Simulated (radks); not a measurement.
Problem. The table gives one normalised radial function P(r) = r R(r) of Hg2+ in [Xe] 4f14 5d10 (r in bohr). Method: non-relativistic Kohn-Sham, LDA (Slater exchange, Perdew-Wang correlation), spin-polarised, spherical densities, point nucleus; relativity is left out, which matters for an element this heavy; computed with a radial shooting solver on a logarithmic mesh with Libxc functionals.

r,P
0.001691,0.0000
0.002583,0.0000
0.003979,0.0000
0.00608,0.0000
0.009291,0.0001
0.0142,0.0005
0.02187,0.0023
0.03342,0.0103
0.05106,0.0409
0.07802,0.1414
0.1202,0.4095
0.1837,0.8933
0.2806,1.3935
0.4288,1.4484
0.6605,0.9438
1.009,0.3629
1.542,0.0720
2.357,0.0060
3.63,0.0001

Which n and l does it have? It may be an empty orbital.

Solution. n = 4, l = 3: the number of nodes gives n - l - 1 = 0, the rise at small r (about r^(l+1)) gives l, and the extent must fit the shell. The curve is that of 4f. 4f: eigenvalue -129.59 eV, 0 radial nodes, <r> = 0.472 bohr, 90 % of the charge inside 0.751 bohr.
